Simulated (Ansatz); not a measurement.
One geometry of Cd9Te9H24⁺, several levels of theory.

```yaml
crystal:
  periodic: [false, false, false]
  atoms:
    - {symbol: Cd, position_ang: [0.001053, -6.133477, -2.330753]}
    - {symbol: Te, position_ang: [-0.002919, -5.099968, 1.102225]}
    - {symbol: Te, position_ang: [0.000209, -2.713550, -2.116548]}
    - {symbol: Cd, position_ang: [-2.575615, -1.488188, -1.631754]}
    - {symbol: Cd, position_ang: [-0.000788, -2.577255, 2.971160]}
    - {symbol: Te, position_ang: [-2.081816, -1.200612, 1.475022]}
    - {symbol: Te, position_ang: [-2.348423, 1.354793, -2.118663]}
    - {symbol: Cd, position_ang: [-5.308730, 3.064684, -2.337351]}
    - {symbol: Cd, position_ang: [-2.233130, 1.291063, 2.969240]}
    - {symbol: Te, position_ang: [-4.414201, 2.554758, 1.097507]}
    - {symbol: Cd, position_ang: [2.575501, -1.487094, -1.632143]}
    - {symbol: Te, position_ang: [2.081100, -1.201913, 1.474769]}
    - {symbol: Te, position_ang: [2.347621, 1.356044, -2.118816]}
    - {symbol: Cd, position_ang: [-0.000742, 2.974449, -1.632393]}
    - {symbol: Cd, position_ang: [2.234763, 1.289705, 2.968832]}
    - {symbol: Te, position_ang: [0.001028, 2.403998, 1.474445]}
    - {symbol: Cd, position_ang: [5.309607, 3.063182, -2.337851]}
    - {symbol: Te, position_ang: [4.418805, 2.547885, 1.096828]}
    - {symbol: H, position_ang: [-1.676916, -6.242459, -2.350841]}
    - {symbol: H, position_ang: [1.679080, -6.242368, -2.346115]}
    - {symbol: H, position_ang: [-1.190072, -5.856197, 1.996466]}
    - {symbol: H, position_ang: [1.173459, -5.864448, 2.003711]}
    - {symbol: H, position_ang: [-0.000557, -2.387549, -3.750620]}
    - {symbol: H, position_ang: [-4.044079, -2.335583, -1.743175]}
    - {symbol: H, position_ang: [-0.000506, -3.106651, 4.577484]}
    - {symbol: H, position_ang: [-3.390740, -1.955939, 2.176397]}
    - {symbol: H, position_ang: [-2.062829, 1.190704, -3.752064]}
    - {symbol: H, position_ang: [-6.243156, 1.666559, -2.348070]}
    - {symbol: H, position_ang: [-4.563354, 4.571859, -2.362178]}
    - {symbol: H, position_ang: [-2.692855, 1.556907, 4.575033]}
    - {symbol: H, position_ang: [-5.666416, 1.913892, 1.993130]}
    - {symbol: H, position_ang: [-4.479891, 3.958481, 1.995394]}
    - {symbol: H, position_ang: [4.044548, -2.333419, -1.744091]}
    - {symbol: H, position_ang: [3.389797, -1.958092, 2.175659]}
    - {symbol: H, position_ang: [2.062747, 1.191347, -3.752278]}
    - {symbol: H, position_ang: [-0.001768, 4.669870, -1.743850]}
    - {symbol: H, position_ang: [2.694925, 1.555798, 4.574455]}
    - {symbol: H, position_ang: [0.001438, 3.915246, 2.175791]}
    - {symbol: H, position_ang: [6.242086, 1.663978, -2.359320]}
    - {symbol: H, position_ang: [4.566070, 4.571485, -2.352059]}
    - {symbol: H, position_ang: [5.667975, 1.904948, 1.995247]}
    - {symbol: H, position_ang: [4.487708, 3.953108, 1.992101]}
basis:
  gaussian: {orbitals: def2-TZVP, fitting: {mean_field: def2-universal-jkfit}, initial_orbitals: start.molden}
total_charge: 1
magnetization: {spin_polarized: true, initial_magnetization: 1}
hamiltonian: {xc: pbe, dispersion: d4}
scf: {omitted_lower_state_checks: [starts]}
output: {orbitals: {seedname: orbitals}}
```

The file start.molden holds the orbitals of an earlier run on this structure, at another level or in another basis.

```sh
$ ansatz run in.yaml --threads 4 --pin off --events-out ev --progress --plain --max-ram 66560MiB --backend cuda --devices 0, --max-vram 37GiB
```

Shortened log:

```
Functional definition: PBE
4689 factors; integrals over basis functions are off by at most 6.0e-1 eV
mean field evaluation 1: about -107110.1188 eV, gradient 1.2e1 eV
mean field evaluation 2: about -107110.8775 eV, gradient 8.5e-1 eV
mean field evaluation 4: about -107110.9026 eV, gradient 8.5e-2 eV
mean field evaluation 8: about -107110.9026 eV, gradient 4.8e-2 eV
mean field evaluation 16: about -107110.9028 eV, gradient 3.0e-4 eV
mean field evaluation 32: about -107110.9028 eV, gradient 8.8e-6 eV
mean field -107110.90283436 eV, -3936.2530767852 hartree, gradient 8.8e-6 eV, S^2 0.751543; 0 other end points of the search recorded, 0 dependent functions left out
reference -107110.90298884 eV, -3936.2530824622 hartree; 210, 209 occupied and 744, 745 virtual orbitals, 4689 factors
Total energy: -107113.98746467 eV, -3936.3664348582 hartree
Checks for a lower state left out: starts
```

Hardware: 4 threads of AMD EPYC 7R13 on a shared host and a share (37 GiB) of an NVIDIA H100 80GB HBM3. Wall time 36 s, peak host memory 1.8 GiB.

The first input with `gaussian: {orbitals: def2-TZVP, fitting: {mean_field: def2-universal-jkfit}}`, `hamiltonian: {xc: pbe0, dispersion: d4}` (abridged; 80 s):

```
Functional definition: PBE0
mean field evaluation 16: about -107113.2140 eV, gradient 6.9e-3 eV
mean field evaluation 32: about -107113.2140 eV, gradient 6.9e-2 eV
mean field -107113.21489916 eV, -3936.3380435995 hartree, gradient 5.6e-6 eV, S^2 0.756574; 2 other end points of the search recorded, 0 dependent functions left out
Total energy: -107116.06841734 eV, -3936.4429084585 hartree
Checks for a lower state left out: starts
```

Geometry: r2SCAN-D4/def2-SVP, that of the neutral singlet.

In the def2 sets Cd, Te take a core potential; there is no spin–orbit coupling. Single mean-field runs in def2-TZVP are fitted with def2-universal-jkfit. At PBE-D4/def2-TZVP an occupied level lies above an empty one. At PBE-D4/def2-TZVP the gap within one spin of the charge 1 doublet nearly closes, so an electron or hole may be smeared out by delocalisation error.
